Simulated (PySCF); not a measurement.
BiCl2, SMILES [Cl][Bi][Cl], multiplicity 2. Atoms are numbered in the order given.

```xyz
3

Bi     0.0000     0.0000     0.4614
Cl     0.0000     1.8746    -1.1263
Cl     0.0000    -1.8746    -1.1263
```
Charge 0, spin multiplicity 2.

Coordinates come from a B3LYP-D3(BJ)/def2-TZVP optimisation. The spin state was assumed, not searched. The isomer is the one that the SMILES or the coordinates give; other isomers of the formula were not compared. The def2 effective core potentials stand for the cores of Bi; spin–orbit coupling is left out.

Calculation: PySCF with B3LYP-D3(BJ)/def2-TZVP.

Frequencies are harmonic and unscaled.

**Question.** Give all harmonic wavenumbers and intensities. (The exact figures need the calculation; the answer reports its results.)

**Answer.** 
```json
[
 {"mode": "1", "ν (cm⁻¹)": "102", "IR (km/mol)": "1.7", "moving atoms (share of kinetic energy)": "Cl 88 %, Bi 12 %"},
 {"mode": "2", "ν (cm⁻¹)": "315", "IR (km/mol)": "67.7", "moving atoms (share of kinetic energy)": "Cl 83 %, Bi 17 %"},
 {"mode": "3", "ν (cm⁻¹)": "333", "IR (km/mol)": "24.6", "moving atoms (share of kinetic energy)": "Cl 87 %, Bi 13 %"}
]
```
